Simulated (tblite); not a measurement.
Species: C₁₈H₁₁F.
Bonds: F1–C2, C2–C3 (aromatic), C3–C4 (aromatic), C4–C5 (aromatic), C5–C6 (aromatic), C6–C7 (aromatic), C7–C8 (aromatic), C8–C9 (aromatic), C9–C10 (aromatic), C10–C11 (aromatic), C11–C12 (aromatic), C12–C13 (aromatic), C13–C14 (aromatic), C14–C15 (aromatic), C15–C16 (aromatic), C16–C17 (aromatic), C17–C18 (aromatic), C18–C19 (aromatic), C2–C19 (aromatic), C6–C19 (aromatic), C7–C12 (aromatic), C13–C18 (aromatic). Hydrogens: H20 on C3; H21 on C4; H22 on C5; H23 on C8; H24 on C9; H25 on C10; H26 on C11; H27 on C14; H28 on C15; H29 on C16; H30 on C17.

The geometry is computed with GFN2-xTB (gas phase).

Question: What internal coordinates does the optimisation give?

Answer: 
| bond | length (bohr) | order |
| --- | --- | --- |
| F1–C2 | 2.560 | single |
| C2–C3 | 2.600 | aromatic |
| C3–C4 | 2.616 | aromatic |
| C4–C5 | 2.595 | aromatic |
| C5–C6 | 2.649 | aromatic |
| C6–C7 | 2.747 | aromatic |
| C7–C8 | 2.652 | aromatic |
| C8–C9 | 2.596 | aromatic |
| C9–C10 | 2.624 | aromatic |
| C10–C11 | 2.595 | aromatic |
| C11–C12 | 2.651 | aromatic |
| C12–C13 | 2.742 | aromatic |
| C13–C14 | 2.649 | aromatic |
| C14–C15 | 2.596 | aromatic |
| C15–C16 | 2.621 | aromatic |
| C16–C17 | 2.599 | aromatic |
| C17–C18 | 2.652 | aromatic |
| C18–C19 | 2.751 | aromatic |
| C2–C19 | 2.659 | aromatic |
| C6–C19 | 2.680 | aromatic |
| C7–C12 | 2.665 | aromatic |
| C13–C18 | 2.673 | aromatic |
| C3–H20 | 2.038 | single |
| C4–H21 | 2.039 | single |
| C5–H22 | 2.034 | single |
| C8–H23 | 2.035 | single |
| C9–H24 | 2.040 | single |
| C10–H25 | 2.041 | single |
| C11–H26 | 2.036 | single |
| C14–H27 | 2.036 | single |

Orders are formal, as drawn. A selection of angles:
| angle | degrees |
| --- | --- |
| F1–C2–C3 | 113.9 |
| F1–C2–C19 | 122.2 |
| C3–C2–C19 | 123.9 |
| C2–C3–C4 | 119.3 |
| C3–C4–C5 | 119.1 |
| C4–C5–C6 | 122.3 |
| C5–C6–C7 | 120.3 |
| C5–C6–C19 | 119.6 |
| C7–C6–C19 | 120.1 |
| C6–C7–C8 | 121.6 |
| C6–C7–C12 | 120.1 |
| C8–C7–C12 | 118.3 |
| C7–C8–C9 | 122.0 |
| C8–C9–C10 | 119.6 |
| C9–C10–C11 | 119.5 |
| C10–C11–C12 | 122.0 |
| C11–C12–C13 | 121.6 |
| C7–C12–C11 | 118.5 |
| C7–C12–C13 | 119.9 |
| C12–C13–C14 | 120.9 |
| C12–C13–C18 | 120.4 |
| C14–C13–C18 | 118.7 |
| C13–C14–C15 | 122.1 |
| C14–C15–C16 | 119.3 |
| C15–C16–C17 | 119.9 |
| C16–C17–C18 | 122.1 |
| C17–C18–C19 | 122.4 |
| C13–C18–C17 | 117.9 |
| C13–C18–C19 | 119.7 |
| C2–C19–C18 | 124.4 |
| C2–C19–C6 | 115.8 |
| C6–C19–C18 | 119.8 |

The 21 C–C bonds span 1.373 Å (C4–C5, aromatic) to 1.456 Å (C18–C19, aromatic), a spread of 0.083 Å. The 6-membered ring C7–C8–C9–C10–C11–C12 has internal angles of 118.3° to 122.0°; it is planar, 0.00 Å rms from its mean plane, widest ring torsion 0°. The 19 heavy atoms lie in one plane (0.001 Å rms). The 6-membered ring C6–C7–C12–C13–C18–C19 has internal angles of 119.7° to 120.4° (sum 720°, against 720° for a flat polygon); it is planar, 0.00 Å rms from its mean plane, widest ring torsion 0°. Of the pairs four or more bonds apart, F1···H30 is among the closest relative to their van der Waals radii: 2.00 Å, 75 % of the sum of Bondi's values. The 6-membered ring C2–C3–C4–C5–C6–C19 has internal angles of 115.8° to 123.9° (sum 720°, against 720° for a flat polygon); it is planar, 0.00 Å rms from its mean plane, widest ring torsion 0°. The 6-membered ring C13–C14–C15–C16–C17–C18 has internal angles of 117.9° to 122.1°; it is planar, 0.00 Å rms from its mean plane, widest ring torsion 0°.

Point group: Cs (tolerance 0.08 Å). GFN2-xTB frequencies show an imaginary mode (38i cm⁻¹), so the point is no minimum at that level.
